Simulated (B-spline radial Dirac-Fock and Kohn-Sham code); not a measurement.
**K-line shifts caused by a second vacancy in Ba³³⁺**

System: Ba³³⁺ in the configuration 1s2 2s2 2p6 3s2 3p6 3d5.

Level of theory: relaxed Dirac-Fock hole states (ΔSCF) with Breit and QED corrections and a finite nucleus; a radial finite-basis atomic code. Each two-hole energy is an average over J within one jj subconfiguration, not an observable level; in light atoms, where LS coupling holds, the j-resolved values are not observed lines, and for a K spectator the Kα1 hypersatellite is nearly forbidden. The model has no electron correlation.

Lines without a spectator: Kα2 (K-L2) 31851.6 eV, Kα1 (K-L3) 32233.0 eV, Kβ3 (K-M2) 36539.3 eV, Kβ1 (K-M3) 36624.4 eV. Shifts in eV with one spectator hole (a dash: not computed, or left out as unreliable):

| spectator hole | Kα2 | Kα1 | Kβ3 | Kβ1 |
| --- | --- | --- | --- | --- |
| L2 (2p1/2) | +79.8 | +101.7 | – | +214.7 |
| L3 (2p3/2) | +74.1 | +75.9 | +184.9 | – |
| M2 (3p1/2) | – | +16.78 | +39.4 | +45.6 |
| M3 (3p3/2) | +12.18 | – | +38.9 | +38.7 |

Question: Where does the K-L3 hypersatellite lie, emitted when both K electrons are missing?

Answer: +695.8 eV from the normal line, at 32928.8 eV. Removing both K electrons costs 78994.2 eV, which is 992.2 eV more than twice the K binding energy.

With n spectator holes in 2p, averaged over the 2p shell (energies in eV):

```csv
n,KαLⁿ,step,hypersatellite KαʰLⁿ
0,32105.8,–,32792.4
1,32188.4,+82.6,32876.7
2,32272.6,+84.1,32962.5
3,32358.2,+85.7,33049.9
4,32445.4,+87.2,33138.8
5,32534.1,+88.7,33229.2
```
